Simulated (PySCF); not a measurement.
Species: C₆H₁₄B₂.
SMILES with atom numbers: `[CH2:1]=[CH:2][BH:3][CH2:4][BH:5][CH:6]([CH3:7])[CH3:8]` (hydrogens: H9, H10 on C1; H11 on C2; H12 on B3; H13, H14 on C4; H15 on B5; H16 on C6; H17, H18, H19 on C7; H20, H21, H22 on C8)

Method: PBE0-D3(BJ)/def2-SVP geometry optimisation, gas phase (PySCF); density fitting, grid level 1; the optimiser is geomeTRIC in internal coordinates, started from a GFN2-xTB structure.

Step 0: E = -7787.1652 eV
```
atom  x, y, z in Å  |  force x, y, z in eV/Å
C1      3.6403    0.9747    0.9130    0.034   0.142  -0.004
C2      2.7034    0.1291    0.4841   -0.461  -0.098  -0.178
B3      1.5509    0.5270   -0.4704    0.093  -1.243   0.137
C4      0.5928   -0.5801   -1.0545   -0.020   0.234   0.288
B5     -0.5514   -0.7687    0.0049   -0.348   1.059  -1.143
C6     -1.8665    0.1205   -0.0436   -0.231  -0.223   0.498
C7     -3.1492   -0.6967    0.1543    0.677   0.229  -0.200
C8     -1.7627    1.1765    1.0707    0.232  -0.513  -0.507
H9      3.6385    2.0112    0.6138   -0.047   0.628  -0.186
H10     4.4473    0.6779    1.5670    0.432  -0.205   0.337
H11     2.7779   -0.8997    0.8231    0.024  -0.460   0.116
H12     1.3917    1.6563   -0.7447   -0.130   0.994  -0.224
H13     1.1410   -1.5132   -1.1826    0.324  -0.384   0.148
H14     0.1876   -0.2641   -2.0145   -0.282   0.268  -0.298
H15    -0.4153   -1.5306    0.8866    0.115  -0.658   0.830
H16    -1.9651    0.6625   -0.9908    0.176   0.071  -0.310
H17    -3.1202   -1.2283    1.1028   -0.051  -0.278   0.414
H18    -3.2636   -1.4270   -0.6439   -0.179  -0.364  -0.285
H19    -4.0232   -0.0468    0.1519   -0.396   0.223   0.000
H20    -0.8728    1.7880    0.9359    0.339   0.406   0.065
H21    -2.6371    1.8256    1.0606   -0.322   0.309   0.024
H22    -1.7030    0.6971    2.0456    0.021  -0.137   0.476
```

Step 1: E = -7787.2947 eV
```
atom  x, y, z in Å  |  force x, y, z in eV/Å
C1      3.5483    1.0009    0.9548    0.046   0.058   0.031
C2      2.6722    0.0916    0.4948    0.034  -0.116  -0.012
B3      1.5590    0.4568   -0.5153   -0.118   0.164  -0.003
C4      0.5823   -0.6102   -1.1146    0.019  -0.044  -0.127
B5     -0.5569   -0.7393   -0.0514    0.020  -0.112   0.155
C6     -1.8585    0.1440   -0.0417    0.016   0.098  -0.114
C7     -3.1227   -0.6873    0.1606   -0.061  -0.069   0.006
C8     -1.6998    1.1782    1.0816   -0.033   0.046   0.058
H9      3.4853    2.0531    0.6511   -0.015  -0.035  -0.009
H10     4.3631    0.7428    1.6428   -0.034   0.020  -0.011
H11     2.7940   -0.9471    0.8338   -0.005   0.026  -0.002
H12     1.4162    1.6308   -0.8103    0.055  -0.073   0.021
H13     1.1207   -1.5695   -1.2056   -0.045   0.001   0.044
H14     0.1732   -0.2741   -2.0806    0.026   0.034   0.029
H15    -0.4043   -1.5145    0.8807   -0.010   0.063  -0.061
H16    -1.9486    0.6999   -0.9940    0.013  -0.038   0.022
H17    -3.0910   -1.2324    1.1194    0.006   0.015  -0.032
H18    -3.2561   -1.4356   -0.6382   -0.009   0.021   0.022
H19    -4.0253   -0.0512    0.1690    0.039  -0.020   0.007
H20    -0.8116    1.8183    0.9496   -0.009  -0.024  -0.013
H21    -2.5803    1.8449    1.1146    0.057  -0.020   0.018
H22    -1.6182    0.6916    2.0683    0.008   0.006  -0.028
```

**Question.** Estimate the geometry and energy of step 2. (The exact step hangs on the optimiser's Hessian estimate; all steps are aligned on step 1, rigid shifts and turns removed.)

**Answer.** E = -7787.2970 eV, largest force 0.092 eV/Å
```
atom  x, y, z in Å  |  force x, y, z in eV/Å
C1      3.5019    1.0211    0.9561    0.019  -0.013   0.047
C2      2.6598    0.0762    0.5028   -0.015   0.056  -0.047
B3      1.5463    0.4445   -0.5073   -0.070  -0.060  -0.004
C4      0.5763   -0.6215   -1.1207    0.033  -0.053  -0.054
B5     -0.5571   -0.7629   -0.0528    0.014   0.041   0.007
C6     -1.8429    0.1420   -0.0458   -0.062   0.008   0.000
C7     -3.1210   -0.6712    0.1561   -0.012   0.000   0.011
C8     -1.6583    1.1670    1.0835   -0.001  -0.009   0.014
H9      3.3917    2.0617    0.6302    0.025  -0.001   0.019
H10     4.3203    0.8098    1.6542    0.005   0.004  -0.002
H11     2.7998   -0.9581    0.8457    0.008   0.029   0.002
H12     1.4076    1.6183   -0.7921    0.029  -0.017   0.002
H13     1.1115   -1.5810   -1.2172    0.004   0.005   0.011
H14     0.1687   -0.2714   -2.0815   -0.003   0.005   0.017
H15    -0.4092   -1.5406    0.8735   -0.005   0.016  -0.026
H16    -1.9226    0.7005   -0.9961    0.011  -0.020   0.004
H17    -3.0940   -1.2206    1.1115    0.004  -0.001  -0.002
H18    -3.2708   -1.4131   -0.6445    0.002   0.008  -0.003
H19    -4.0116   -0.0207    0.1716   -0.003  -0.001   0.008
H20    -0.7558    1.7850    0.9474    0.004  -0.001  -0.003
H21    -2.5198    1.8546    1.1293    0.005   0.003   0.001
H22    -1.5794    0.6719    2.0652    0.006  -0.001  -0.003
```

The energy changes by -0.0023 eV. The first-order estimate −F·Δx gives -0.0093 eV and the mean of the old and new forces, exact on a quadratic surface, -0.0027 eV. The step makes an angle of 84° with the force vector and moves no atom by more than 0.096 Å.

The cost below is that of the whole optimisation. On Arm Neoverse V2, one thread, shared host with 96 logical CPUs at a one-minute load of 40, this took 85 s and 0.77 GiB of memory at its peak.
